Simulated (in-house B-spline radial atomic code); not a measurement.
A calculation on Hg+: its settings, and results tabulated from the run. Level of theory: scalar-relativistic (X2C) LC-wPBE, spin-polarised, spherical fractional occupations, exact exchange averaged over the configuration, Fermi nucleus of rms radius 5.4648 fm; calculated with a radial B-spline atomic code at the basis-set limit.

Command:
```bash
python run_scf.py task.json out
```
Settings (nuclear radius in fm, mass in u):
```
Z                80
configuration    [Xe] 4f14 5d10 6s1
hamiltonian      x2c
method           lc_wpbe
spin_polarised   True
nucleus          fermi
rms_radius       5.4648
atomic_mass      201.97064
speed_of_light   137.035999084
exact_exchange   averaged over the configuration
```

Output (hartree, bohr):
```
 radial grid: 81 intervals, B-splines of order 8, outer radius 60 bohr

 iter        energy (Eh)    residual
    1      -19623.746020    7.33e-01
    2      -19623.387131    2.45e-01
    3      -19625.342126    5.92e-02
    4      -19625.396527    9.01e-03
    5      -19625.396417    7.08e-03
    6      -19625.397545    2.32e-03
    7      -19625.397653    2.39e-04
    8      -19625.397654    6.50e-05
    9      -19625.397654    5.90e-06
   10      -19625.397654    4.64e-07

 total energy                    -19625.39765
 kinetic                           22651.8660
 electron-nucleus                 -49514.9125
 Hartree                            7615.3895
 exact exchange                      -17.3194
 exchange-correlation               -360.4213

 orbital      occ     eigenvalue          <r>       <r^2>       <1/r>       r_max
 1s up      1.000     -3045.2351     0.015738  0.00035032     108.727    0.009227
 1s down    1.000     -3045.2341     0.015738  0.00035032     108.727    0.009227
 2s up      1.000      -540.0541     0.069057  0.00571146     25.5728     0.05896
 2s down    1.000      -540.0539     0.069057  0.00571147     25.5728     0.05896
 2p up      3.000      -467.9903    0.0626335  0.00481424     20.6281     0.04838
 2p down    3.000      -467.9901    0.0626335  0.00481424     20.6281     0.04838
 3s up      1.000      -128.6036     0.180102    0.037246     9.16689      0.1669
 3s down    1.000      -128.6033     0.180102    0.037246     9.16688      0.1669
 3p up      3.000      -107.6557     0.181245   0.0382073     7.86452       0.166
 3p down    3.000      -107.6553     0.181245   0.0382073     7.86452       0.166
 3d up      5.000       -84.6028     0.164978   0.0318726     7.26819      0.1354
 3d down    5.000       -84.6025     0.164978   0.0318725      7.2682      0.1354
 4s up      1.000       -28.7063      0.39927    0.180106     3.82228      0.3764
 4s down    1.000       -28.7058     0.399266    0.180102     3.82231      0.3764
 4p up      3.000       -21.7940     0.424404    0.204885     3.32844      0.3954
 4p down    3.000       -21.7933     0.424394    0.204875     3.32851      0.3954
 4d up      5.000       -13.3216      0.44911    0.233085     2.95259      0.4033
 4d down    5.000       -13.3208     0.449096    0.233071     2.95269      0.4033
 5s up      1.000        -4.8692     0.905086    0.919469     1.53655        0.83
 5s down    1.000        -4.8682     0.905329    0.919923     1.53588      0.8303
 5p up      3.000        -3.0011      1.04371     1.23423     1.28123      0.9289
 5p down    3.000        -2.9985      1.04116     1.22685      1.2836      0.9288
 4f up      7.000        -4.0520     0.482917    0.281585     2.53256       0.367
 4f down    7.000        -4.0511     0.482899    0.281558     2.53265       0.367
 5d up      5.000        -0.8637      1.47091     2.55374    0.896595       1.163
 5d down    5.000        -0.8527      1.45574     2.49702     0.90497       1.159
 6s up      1.000        -0.6695      2.51088     7.14395    0.510014        2.15

 Slater integrals (Eh)
   F0(5d up,5d up)               0.616944
   F2(5d up,5d up)               0.316459
   F4(5d up,5d up)               0.208607
   F0(5d up,5d down)             0.620045
   F2(5d up,5d down)             0.318503
   F4(5d up,5d down)             0.210132
   F0(5d up,6s up)               0.426262
   G2(5d up,6s up)               0.099579
   F0(5d down,5d down)           0.623187
   F2(5d down,5d down)           0.320603
   F4(5d down,5d down)           0.211706
   F0(5d down,6s up)             0.427164
   F0(6s up,6s up)               0.359276
```

Time taken, with all properties: 7.3 s on 1 thread of Arm Neoverse V1, on a shared host.

One-electron X2C: radii and densities carry no picture-change correction, so inner-shell <1/r> comes out high (for 1s by about 2 % at Z = 33, 5 % at 54, 10 % at 75, 30 % at 118) and <r> low.
